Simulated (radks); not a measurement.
Question: Sn4+, 46 electrons, occupied as [Ar] 3d10 4s2 4p5.5 4d10 5d0.5 (fractional occupations, a model configuration). Calculated with a radial shooting solver on a logarithmic mesh with Libxc functionals: scalar-relativistic Kohn-Sham, PW91, spin-polarised, spherical densities, point nucleus; open shells are filled with parallel spins first (spin-orbit coupling, left out, can overturn this in heavy ions). Some entries of the table are withheld. Estimate them.

orbital  occ.  eigenvalue (eV)  <r> (bohr)
1s up       1        -29068.95     0.02905
1s down     1        -29068.81     0.02905
2s up       1        -4430.645      0.1255
2s down     1        -4430.540      0.1255
2p up       3        -3982.925      0.1096
2p down     3        -3982.776      0.1096
3s up       1        -894.9540      0.3393
3s down     1        -894.8056      0.3393
3p up       3        -748.6231      0.3377
3p down     3        -748.4555      0.3376
3d up       5        -523.2241      0.3145
3d down     5        -523.0493      0.3145
4s up       1              (1)      0.8146
4s down     1              (2)      0.8150
4p up       3        -138.0297      0.8779
4p down   2.5        -137.4205      0.8786
4d up       5         -73.0435       1.050
4d down     5         -72.5139       1.052
5d up     0.5         -25.1614       3.048

Answer: 
(1) 4s up eigenvalue (eV): -182.5439
(2) 4s down eigenvalue (eV): -181.9039
